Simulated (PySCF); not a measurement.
# Highest orbital energy against ionisation energy along group 14

Calculated with PySCF 2.14, no spin-orbit coupling. Each cell gives −ε(HOMO) / ΔSCF in eV; NIST values include spin-orbit coupling, (s) semi-empirical, (t) theoretical.

| species | UHF | LDA | PBE | PBE0 | r2SCAN | NIST (lowest levels) |
| --- | --- | --- | --- | --- | --- | --- |
| C⁺ (aug-cc-pVQZ, non-relativistic) | 24.877 / 24.170 | 17.807 / 24.770 | 17.954 / 24.853 | 19.794 / 24.835 | 18.651 / 25.005 | 24.383 |
| Si⁺ (aug-cc-pV(Q+d)Z, non-relativistic) | 16.220 / 15.845 | 12.079 / 16.368 | 12.202 / 16.413 | 13.344 / 16.438 | 12.577 / 16.539 | 16.346 |
| Ge⁺ (aug-cc-pVQZ-PP with ECP10MDF, ECP) | 15.578 / 15.255 | 11.651 / 15.820 | 11.651 / 15.700 | 12.779 / 15.750 | 12.059 / 15.941 | 15.935 |
| Sn⁺ (aug-cc-pVQZ-PP with ECP28MDF, ECP) | 14.046 / 13.755 | 10.690 / 14.404 | 10.626 / 14.222 | 11.631 / 14.261 | 10.963 / 14.389 | 14.633 |
| Pb⁺ (aug-cc-pVQZ-PP with ECP60MDF, ECP) | 13.479 / 13.209 | 10.322 / 13.917 | 10.218 / 13.709 | 11.183 / 13.737 | 10.525 / 13.810 | 15.032 |

Task: How far is −ε(HOMO) from ΔSCF on average for each method, and why?

Result: UHF 0.39 eV; LDA -4.55 eV; PBE -4.45 eV; PBE0 -3.26 eV; r2SCAN -4.18 eV. Hartree-Fock orbital energies lack relaxation and so exceed the ΔSCF value; semilocal functionals have convex E(N) from self-interaction, so their HOMO lies far too high; exact exchange moves hybrids part of the way back.
